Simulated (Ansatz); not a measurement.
C$_{2}$H$_{9}$BSi$_{2}$, SMILES `C=CB[SiH2][SiH3]` at its PBE0-D4/def2-TZVP geometry, where that method's forces vanish. Charge 0, multiplicity 1.

| atom | x (Å) | y (Å) | z (Å) |
| --- | --- | --- | --- |
| C1 | -2.797 | 0.966 | -0.230 |
| C2 | -1.797 | 0.075 | -0.267 |
| B3 | -0.416 | 0.474 | -0.807 |
| Si4 | 1.162 | -0.757 | -0.815 |
| Si5 | 2.226 | -0.426 | 1.254 |
| H6 | -2.644 | 1.985 | -0.574 |
| H7 | -3.791 | 0.722 | 0.137 |
| H8 | -2.006 | -0.932 | 0.089 |
| H9 | -0.273 | 1.610 | -1.169 |
| H10 | 2.160 | -0.464 | -1.882 |
| H11 | 0.802 | -2.203 | -0.890 |
| H12 | 2.634 | 0.997 | 1.410 |
| H13 | 1.298 | -0.768 | 2.367 |
| H14 | 3.440 | -1.279 | 1.376 |

Q: For each bond, give half the difference of the two atoms' forces along it (eV/Å; positive pushes the atoms apart) under PBE-D4, r2SCAN-D4, B3LYP-D4, ωB97M-V in def2-TZVPP. (Best estimate.)

A: Ansatz gave: 
```
   bond  length (Å)  PBE-D4  r2SCAN-D4  B3LYP-D4  ωB97M-V
  C1–C2       1.340    0.40       0.20      0.14    -0.04
  C1–H6       1.086    0.04      -0.05     -0.08    -0.05
  C1–H7       1.087    0.00      -0.08     -0.10    -0.04
  C2–B3       1.535   -0.13      -0.02      0.02     0.14
  C2–H8       1.089    0.08      -0.02     -0.06    -0.08
 B3–Si4       2.002   -0.16      -0.05      0.03     0.08
  B3–H9       1.200    0.11      -0.01     -0.11    -0.15
Si4–Si5       2.350    0.00       0.05      0.12     0.03
Si4–H10       1.490    0.11      -0.01     -0.08    -0.11
Si4–H11       1.493    0.11      -0.01     -0.07    -0.11
Si5–H12       1.488    0.08      -0.02     -0.07    -0.09
Si5–H13       1.489    0.08      -0.02     -0.07    -0.09
Si5–H14       1.489    0.09      -0.02     -0.08    -0.11
```

B3LYP here is the variant with VWN-RPA as its local correlation; programs differ in this.
